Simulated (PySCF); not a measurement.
Level of theory: TPSSh-D3(BJ)/def2-TZVP // PBE-D3(BJ)/def2-SVP in PySCF. Isolated molecules, 0 K electronic values unless said otherwise. One relaxed conformer stands for a flexible species; it need not be the lowest. 

Reference species: [Zn(CH3)(Cl)] (neutral, multiplicity 1).

```
Property                                                        Result
------------------------------------------------------------  --------
LUMO                                                          -0.87 eV
charge on the central atom (Mulliken)                           0.45 e
HOMO                                                          -7.89 eV
mean distance from the central atom to its bonded neighbours   2.027 Å
```

Changed species: [Zn(CH3)(OH)] (Y = OH; the reference has Y = Cl).

**Question.** Predict the effect on the LUMO, charge on the central atom (Mulliken), HOMO and mean distance from the central atom to its bonded neighbours.

**Answer.** the LUMO rises by 0.18 eV, to -0.69 eV; the charge on the central atom (Mulliken) hardly moves; the HOMO goes up by 0.83 eV, to -7.06 eV; the mean distance from the central atom to its bonded neighbours falls by 0.168 Å, to 1.859 Å.
